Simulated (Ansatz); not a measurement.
One change: `C=CB(F)CC` becomes `CCB(F)F`.

Ansatz, PBE0-D4/def2-TZVP geometries, multiplicity 1. Each molecule was computed in one conformer, which needn't be the lowest.

```csv
property,`C=CB(F)CC`
HOMO–LUMO gap (B3LYP/def2-TZVPP) / eV,6.35
LUMO energy (PBE/def2-TZVPP) / eV,-2.42
size of the dipole moment (B3LYP/def2-TZVPP) / D,1.20
LUMO energy (PBE0/def2-TZVPP) / eV,-1.45
HOMO energy (ωB97M-V/def2-TZVPP) / eV,-10.51
HOMO–LUMO gap (ωB97M-V/def2-TZVPP) / eV,11.15
```

What does the change do to each property? (Estimate.)

The calculation gave: 
```tsv
property	`CCB(F)F`	shift
HOMO–LUMO gap (B3LYP/def2-TZVPP) / eV	9.32	2.97
LUMO energy (PBE/def2-TZVPP) / eV	-0.68	1.74
size of the dipole moment (B3LYP/def2-TZVPP) / D	1.68	0.48
LUMO energy (PBE0/def2-TZVPP) / eV	0.39	1.84
HOMO energy (ωB97M-V/def2-TZVPP) / eV	-11.76	-1.25
HOMO–LUMO gap (ωB97M-V/def2-TZVPP) / eV	13.73	2.58
```

With PBE0 the HOMO falls by 1.17 eV and the LUMO rises by 1.84 eV, so the gap widens by about 3.01 eV. PBE moves the HOMO by -1.00 eV and ωB97M-V by -1.25 eV. Dipoles are sizes alone; their direction can turn.

B3LYP here is the variant with VWN-RPA as its local correlation; programs differ in this.
